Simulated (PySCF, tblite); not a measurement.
Isomers of C6H11FN (doublet state), one GFN2-xTB conformer each. Single-point energies are computed at B3LYP/pcH-1 (PySCF, gas phase, no added dispersion term), electronic only. GFN2-xTB treats the open shell by occupation alone, and not every SCF solution was tested for stability.

| SMILES | GFN2-xTB relative energy (kJ/mol) |
| --- | --- |
| C/C=C/[C](F)CNC | 4.1 |
| CC[N][C@@H]1CC[C@H]1F | 0.0 |

Conformers: `[CH3:1]/[CH:2]=[CH:3]/[C:4]([F:5])[CH2:6][NH:7][CH3:8]` (doublet state) with C2–C3–C4–F5 -179°, C3–C4–C6–N7 -90°, C4–C6–N7–C8 71°; `[CH3:1][CH2:2][N:3][C@@H:4]1[CH2:5][CH2:6][C@H:7]1[F:8]` (doublet state) with C1–C2–N3–C4 173°, C2–N3–C4–C5 -171°, N3–C4–C5–C6 -131°, C4–C5–C6–C7 13°, C5–C6–C7–F8 -131°, N3–C4–C7–C6 131°.

Task: What does B3LYP/pcH-1 give for the same structures?

Result: 
```json
{"SMILES": "C/C=C/[C](F)CNC", "B3LYP/pcH-1 E (Eh)": "-389.81867", "B3LYP/pcH-1 (kJ/mol)": "0.0", "GFN2-xTB (kJ/mol)": "4.1", "point group": "C1"}
{"SMILES": "CC[N][C@@H]1CC[C@H]1F", "B3LYP/pcH-1 E (Eh)": "-389.79689", "B3LYP/pcH-1 (kJ/mol)": "57.2", "GFN2-xTB (kJ/mol)": "0.0", "point group": "C1"}
```

GFN2-xTB puts CC[N][C@@H]1CC[C@H]1F lowest instead. As drawn, the lower has an N–H bond, which the higher lacks; the higher has a four-membered ring, which the lower lacks.

Task: What happens when harmonic zero-point energies from GFN2-xTB frequencies are added?

Result: 
| SMILES | ZPE (kJ/mol) | electronic (kJ/mol) | with ZPE (kJ/mol) |
| --- | --- | --- | --- |
| C/C=C/[C](F)CNC | 413.7 | 0.0 | 0.0 |
| CC[N][C@@H]1CC[C@H]1F | 416.0 | 57.2 | 59.4 |

The zero-point energies span 2.3 kJ/mol. The order is unchanged.

Task: As an exercise, what shares would exp(−E/RT) give at 2000 K from these electronic energies alone (no entropy, no degeneracies)?

Result: RT = 16.629 kJ/mol: C/C=C/[C](F)CNC 96.9 %, CC[N][C@@H]1CC[C@H]1F 3.1 %.
